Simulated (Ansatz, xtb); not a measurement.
C4H6N2Si: which of two isomers lies lower

We compare I, `N#CC1=N[SiH2]CC1`, a singlet, with II, `[SiH3]c1ccncn1`, a singlet. Both are isolated molecules in the gas phase, relaxed with B3LYP/def2-SVP; the shapes shown needn't be the lowest conformers.

I (Å):

```xyz
13

C    -0.5862    1.2404   -1.0075
C     0.2125    0.0204   -1.0073
C     0.6080   -2.3798   -1.6136
C    -0.3850   -1.1960   -1.7279
N    -1.2486    2.1924   -1.0282
N     1.3495   -0.0082   -0.4298
Si    2.0592   -1.6398   -0.6154
H     3.3536   -1.5577   -1.3460
H     2.2888   -2.2563    0.7199
H     0.1524   -3.2397   -1.0995
H     0.9289   -2.7340   -2.6049
H    -1.3680   -1.4223   -1.2800
H    -0.5932   -0.9169   -2.7751
```

II (Å):

```xyz
13

C     0.3930   -0.9530   -0.8837
C    -0.1352   -1.1095   -2.1730
C     0.7209   -1.6083   -3.1593
C     2.4029   -1.7441   -1.6460
N     1.9902   -1.9276   -2.9037
N     1.6775   -1.2775   -0.6306
Si   -0.5790   -0.2939    0.6135
H    -1.9767    0.0201    0.1941
H     0.0768    0.9408    1.1260
H    -0.6003   -1.3276    1.6850
H    -1.1721   -0.8540   -2.4038
H     0.3696   -1.7542   -4.1884
H     3.4462   -2.0046   -1.4277
```

Quicker runs give these differences E(II) − E(I): GFN2-xTB −65.7 kJ/mol; HF/STO-3G +82.3 kJ/mol (at GFN2-xTB geometries); r2SCAN-D4/def2-SVP −15.7 kJ/mol (at GFN2-xTB geometries).

Which of the two would you expect CCSD(T)/def2-SVP + ΔMP2/def2-TZVPP electronic energies to favour?

Structure I; the calculation gives E(II) − E(I) = +31.9 kJ/mol.

Level by level:

| level | geometry | E(II) − E(I) (kJ/mol) | departure from the last row (kJ/mol) | job, with rough time for the two |
| --- | --- | --- | --- | --- |
| GFN2-xTB | GFN2-xTB | −65.7 | −97.6 | optimisation, 0.19 s |
| HF/STO-3G | GFN2-xTB | +82.3 | +50.4 | single point, 0.36 s |
| r2SCAN-D4/def2-SVP | GFN2-xTB | −15.7 | −47.6 | single point, 3.3 s |
| B3LYP/def2-SVP | B3LYP/def2-SVP | −10.4 | −42.3 | optimisation, 32 s |
| HF/def2-SVP | B3LYP/def2-SVP | +9.1 | −22.8 | part of the CCSD(T) run |
| MP2/def2-SVP | B3LYP/def2-SVP | +26.4 | −5.5 | part of the CCSD(T) run |
| CCSD(T)/def2-SVP | B3LYP/def2-SVP | +23.8 | −8.1 | single point |
| CCSD(T)/def2-SVP + ΔMP2/def2-TZVPP | B3LYP/def2-SVP | +31.9 |  | single point, 44 s |

As drawn, II has 2 C∷C, 4 C∷N, 1 Si–H in place of 1 C≡N, 3 C–C, 1 C=N, 1 N–Si, 1 C–H (∷ is an aromatic bond). Structure I has a 5-membered ring, II a 6-membered ring (with an aromatic ring).

GFN2-xTB, r2SCAN-D4/def2-SVP, B3LYP/def2-SVP put the two in the other order. The largest departure from CCSD(T)/def2-SVP + ΔMP2/def2-TZVPP is that of GFN2-xTB, 97.6 kJ/mol. A small imaginary or near-zero mode remains, so no thermal terms are given. The last row adds to CCSD(T) the change of the MP2 difference between the two basis sets, here +8.1 kJ/mol.

The correlated steps freeze 11 core orbitals. Programs: Ansatz 0.2.0, xtb 6.7.1; the last row on 4 threads of Arm Neoverse V1 on a shared host.
